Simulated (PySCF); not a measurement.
Isomers of C6H12O2Si2, one GFN2-xTB conformer each. Single-point energies are computed at PBE0/pcSseg-1 (PySCF, gas phase, no added dispersion term), electronic only.

Question: Rank them by PBE0/pcSseg-1 energy, lowest first (kJ/mol).
A. `[CH2:1]=[C:2]1[CH2:3][O:4][Si@@:5]1([O:6][SiH3:7])[CH:8]1[CH2:9][CH2:10]1` with O4–Si5–O6–Si7 149°, O4–Si5–C8–C9 -92°
B. `[CH3:1][C@@H:2]1[C:3](=[O:4])[CH2:5][C@H:6]2[SiH2:7][O:8][SiH2:9][C@@H:10]12` with C1–C2–C3–O4 42°, C2–C3–C5–C6 -10°, C3–C5–C6–Si7 -89°, C5–C6–Si7–O8 141°
C. `[CH3:1][O:2][CH2:3][SiH2:4][SiH2:5][c:6]1[cH:7][cH:8][cH:9][o:10]1` with C1–O2–C3–Si4 177°, O2–C3–Si4–Si5 -48°, C3–Si4–Si5–C6 -67°, Si4–Si5–C6–C7 -122°
D. `[CH2:1]=[C:2]([CH3:3])[Si@@:4]1([O:5][SiH3:6])[O:7][CH2:8][C:9]1=[CH2:10]` with C1–C2–Si4–O5 7°, C2–Si4–O5–Si6 171°

Answer: B (0.0), D (87.4), A (102.3), C (343.2).

As drawn, the lowest has a C=O bond and an Si–O bond, which the highest lacks; the highest has an aromatic ring and an Si–Si bond, which the lowest lacks. GFN2-xTB itself gives, in the same order: 0.0, 135.1, 117.1, 400.4. Both levels put the same isomer lowest; measured from each level's own lowest isomer, the values differ by up to 57.2 kJ/mol (COC[SiH2][SiH2]c1ccco1: 400.4 against 343.2).

Q: Which frontier levels, dipoles and rotational constants go with these structures?

A: 
| SMILES | HOMO (eV, PBE0/pcSseg-1) | LUMO (eV) | dipole (D) | A, B, C (MHz) |
| --- | --- | --- | --- | --- |
| C[C@@H]1C(=O)C[C@H]2[SiH2]O[SiH2][C@@H]12 | -7.11 | -0.71 | 2.37 | 1572, 857.8, 639.4 |
| C=C(C)[Si@@]1(O[SiH3])OCC1=C | -7.57 | -0.61 | 1.42 | 1070, 849.4, 589.7 |
| C=C1CO[Si@@]1(O[SiH3])C1CC1 | -7.43 | -0.32 | 1.80 | 1190, 779.2, 611.4 |
| COC[SiH2][SiH2]c1ccco1 | -6.59 | -0.17 | 1.66 | 1466, 589.3, 486.2 |

Q: As an exercise, what shares would exp(−E/RT) give at 2000 K from these electronic energies alone (no entropy, no degeneracies)?

A: RT = 16.629 kJ/mol: C[C@@H]1C(=O)C[C@H]2[SiH2]O[SiH2][C@@H]12 99.3 %, C=C(C)[Si@@]1(O[SiH3])OCC1=C 0.5 %, C=C1CO[Si@@]1(O[SiH3])C1CC1 0.2 %, COC[SiH2][SiH2]c1ccco1 under 0.1 %.
